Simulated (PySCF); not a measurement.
C₂H₆ClGe, SMILES [CH3][Ge]([Cl])[CH3] (connectivity only; charge and spin as stated), charge +1, multiplicity 1.

The structure is a stationary point at B3LYP-D3(BJ)/def2-SVP. The multiplicity is an assumed one; no other spin state was optimised. The isomer is the one that the SMILES or the coordinates give; other isomers of the formula were not compared.

Two levels are set side by side: TDA-PBE/def2-SVPD (PySCF) and TDA-M06-2X/def2-SVPD (PySCF). Vertical, same geometry. The lowest singlet is HOMO→LUMO 100 % with PBE and HOMO→LUMO 99 % with the other functional; states are paired by order. Differences are taken from unrounded values.

```json
[
 {"quantity": "lowest singlet excitation (eV)", "TDA-PBE": "4.14"},
 {"quantity": "lowest triplet excitation (TDA) (eV)", "TDA-PBE": "3.93"},
 {"quantity": "first bright state (f over 0.05) (eV)", "TDA-PBE": "5.58"},
 {"quantity": "its oscillator strength", "TDA-PBE": "0.06"}
]
```

These are the TDA-PBE values. What does TDA-M06-2X give? (Estimate from the structure and the level; the computed values follow.)


```csv
quantity,TDA-M06-2X,TDA-PBE minus TDA-M06-2X
lowest singlet excitation (eV),4.88,-0.74
lowest triplet excitation (TDA) (eV),4.61,-0.68
first bright state (f over 0.05) (eV),6.48,-0.90
its oscillator strength,0.07,0.00
```

A lower first singlet is the usual sign of a functional without exact exchange. Differences between two approximate levels are no errors against the true value.

Rough cost on one machine, each run with all the roots and properties that it gave: TDA-M06-2X against TDA-PBE about 6 times.
